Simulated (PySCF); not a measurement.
Computed IR spectrum (relative IR intensity) of a molecule C₄H₇F. Geometry optimised at PBE-D3(BJ)/def2-SVP. One conformer was computed; it need not be the lowest. Calculation: PySCF 2.14.0 with PBE-D3(BJ)/def2-SVP. No scaling factor is applied to the harmonic values.

Lines under 2 % of the strongest are left out, and lines within 2 cm⁻¹ are merged.

| ν (cm⁻¹) | relative intensity |
|---|---|
| 198 | 3.1 |
| 250 | 5.8 |
| 284 | 3.4 |
| 503 | 9.6 |
| 749 | 52 |
| 780 | 15 |
| 867 | 8.6 |
| 1012 | 87 |
| 1020 | 8.1 |
| 1051 | 6.6 |
| 1130 | 48 |
| 1214 | 49 |
| 1244 | 26 |
| 1278 | 6.1 |
| 1365 | 29 |
| 1419 | 13 |
| 1430 | 7.8 |
| 1703 | 100 |
| 2958 | 39 |
| 2969 | 50 |
| 3030 | 2.8 |
| 3058 | 47 |
| 3065 | 38 |
| 3099 | 2.8 |
| 3126 | 30 |

Task: Identify the compound among the candidates.
A. C[C@H]1C[C@@H]1F
B. CC/C=C\F
C. CC1(F)CC1
D. C=C(F)CC

Result: B, CC/C=C\F
